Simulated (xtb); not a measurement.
xtb input (GFN1-xTB):

```bash
xtb mol.xyz --gfn 1 --opt tight --chrg 0 --uhf 0
```
mol.xyz:
```
6

Hf    -0.40819580    -0.12666415    -0.03516369
H     -0.79755614    -1.15283455     1.45642228
H     -1.52904483     1.34181036    -0.11508229
H     -0.63891447    -1.12092563    -1.57701968
S      1.89771070     0.63033301     0.09361968
H      1.99224149    -0.03355971     1.26955048
```

Output:

```
           -------------------------------------------------
          |                Calculation Setup                |
           -------------------------------------------------

           -------------------------------------------------
          |                 G F N 1 - x T B                 |
           -------------------------------------------------

        Reference                      10.1021/acs.jctc.7b00118
      * Hamiltonian:
        H0-scaling (s, p, d)           1.850000    2.250000    2.000000
        zeta-weighting                 0.000000
      * Dispersion:
        s8                             2.400000
        a1                             0.630000
        a2                             5.000000
        s9                             0.000000
      * Repulsion:
        kExp                           1.500000
        rExp                           1.000000
      * Coulomb:
        alpha                          2.000000
        third order                    atomic
        anisotropic                    false
      * Halogen bond correction:
        rad-scale                      1.300000
        damping                        0.440000

          ...................................................
          :                      SETUP                      :
          :.................................................:
          :  # basis functions                  28          :
          :  # atomic orbitals                  26          :
          :  # shells                           14          :
          :  # electrons                        14          :
          :  # halogen bonds                     0          :
          :  max. iterations                   250          :
          :  Hamiltonian                  GFN1-xTB          :
          :  restarted?                      false          :
          :  GBSA solvation                  false          :
          :  PC potential                    false          :
          :  electronic temp.          300.0000000     K    :
          :  accuracy                    1.0000000          :
          :  -> integral cutoff          0.2500000E+02      :
          :  -> integral neglect         0.1000000E-07      :
          :  -> SCF convergence          0.1000000E-05 Eh   :
          :  -> wf. convergence          0.2000000E-04 e    :
          :  Broyden damping             0.4000000          :
          :  net charge                          0          :
          :  unpaired electrons                  0          :
          ...................................................

 iter      E             dE          RMSdq      gap      omega  full diag
   1     -7.0519122 -0.705191E+01  0.865E+00    1.76       0.0  T
   2     -7.1004286 -0.485164E-01  0.588E+00    2.56       1.0  T
   3     -7.0770828  0.233457E-01  0.183E+00    1.73       1.0  T
   4     -7.0949926 -0.179098E-01  0.114E+00    3.04       1.0  T
   5     -7.1036105 -0.861791E-02  0.258E-01    2.53       1.0  T
   6     -7.1038696 -0.259096E-03  0.169E-01    2.48       1.0  T
   7     -7.1040396 -0.170038E-03  0.490E-02    2.42       1.0  T
[...]
         :: total energy              -7.086556746610 Eh    ::
         :: gradient norm              0.000125351264 Eh/a0 ::
         :: HOMO-LUMO gap              2.331495854986 eV    ::
         ::.................................................::
         :: SCC energy                -7.110818529831 Eh    ::
         :: -> electrostatic           0.084502203666 Eh    ::
         :: repulsion energy           0.025621936005 Eh    ::
         :: dispersion energy         -0.001360152784 Eh    ::
         :: halogen bond corr.         0.000000000000 Eh    ::
         :: add. restraining           0.000000000000 Eh    ::
         :: total charge              -0.000000000000 e     ::
         :::::::::::::::::::::::::::::::::::::::::::::::::::::

           -------------------------------------------------
          |                Property Printout                |
           -------------------------------------------------

    * Orbital Energies and Occupations

         #    Occupation            Energy/Eh            Energy/eV
      -------------------------------------------------------------
         1        2.0000           -0.8342905             -22.7022
         2        2.0000           -0.5259140             -14.3108
         3        2.0000           -0.5047783             -13.7357
         4        2.0000           -0.4656861             -12.6720
         5        2.0000           -0.4576551             -12.4534
         6        2.0000           -0.4010987             -10.9145
         7        2.0000           -0.3863096             -10.5120 (HOMO)
         8                         -0.3006287              -8.1805 (LUMO)
         9                         -0.3000713              -8.1654
        10                         -0.2935186              -7.9870
        11                         -0.2875973              -7.8259
        12                         -0.2840792              -7.7302
        13                         -0.1167321              -3.1764
        14                         -0.0641149              -1.7447
        15                         -0.0558673              -1.5202
        16                         -0.0504337              -1.3724
        17                         -0.0464628              -1.2643
        18                          0.0113838               0.3098
       ...                                ...                  ...
        26                          0.5664426              15.4137
      -------------------------------------------------------------
                  HL-Gap            0.0856809 Eh            2.3315 eV
             Fermi-level           -0.3434691 Eh           -9.3463 eV

  Mulliken/CM5 charges         n(s)   n(p)   n(d)
     1Hf    1.05859  1.13142   0.880  1.712  0.349
     2H    -0.26736 -0.25950   1.267  0.000  0.000
     3H    -0.26160 -0.25362   1.262  0.000  0.000
     4H    -0.26160 -0.25362   1.262  0.000  0.000
     5S    -0.41431 -0.58042   1.792  4.629 -0.007
     6H     0.14628  0.21575   0.854  0.000  0.000

Wiberg/Mayer (AO) data.
largest (>0.10) Wiberg bond orders for each atom

 ---------------------------------------------------------------------------
     #   Z sym  total        # sym  WBO       # sym  WBO       # sym  WBO
 ---------------------------------------------------------------------------
     1  72 Hf   3.891 --     5 S    1.164     4 H    0.903     3 H    0.903
Note: The following floating-point exceptions are signalling: IEEE_DENORMAL
normal termination of xtb
                             2 H    0.898
     2   1 H    0.929 --     1 Hf   0.898
     3   1 H    0.932 --     1 Hf   0.903
     4   1 H    0.932 --     1 Hf   0.903
     5  16 S    2.159 --     1 Hf   1.164     6 H    0.945
     6   1 H    0.977 --     5 S    0.945
 ---------------------------------------------------------------------------

Topologies differ in total number of bonds
Writing topology from bond orders to xtbtopo.mol

 dipole moment from electron density (au)
     X       Y       Z
  -0.0522  -0.2421   0.3760  total (Debye):    1.144

           -------------------------------------------------
          |                Geometry Summary                 |
           -------------------------------------------------

      molecular mass/u    :      214.5815291
   center of mass at/Å    :       -0.1585779      -0.0548967      -0.0040760
  moments of inertia/u·Å² :        0.1062023E+02   0.1792093E+03   0.1809888E+03
rotational constants/cm⁻¹ :        0.1587313E+01   0.9406671E-01   0.9314186E-01

 * 4 selected distances

     #   Z          #   Z                                           value/Å
     1  72 Hf       2   1 H                                       1.8401243 (max)
     1  72 Hf       3   1 H                                       1.8327464
     1  72 Hf       4   1 H                                       1.8327464
     5  16 S        6   1 H                                       1.3162023 (min)

 * 2 distinct bonds (by element types)

   Z      Z             #   av. dist./Å        max./Å        min./Å
   1 H   16 S           1     1.3162023     1.3162023     1.3162023
   1 H   72 Hf          3     1.8352057     1.8401243     1.8327464

optimized geometry written to: xtbopt.xyz

           -------------------------------------------------
          | TOTAL ENERGY               -7.086556746610 Eh   |
          | GRADIENT NORM               0.000125351264 Eh/α |
          | HOMO-LUMO GAP               2.331495854986 eV   |
           -------------------------------------------------

------------------------------------------------------------------------
------------------------------------------------------------------------
 total:
 SCF:
 ANC optimizer:
```
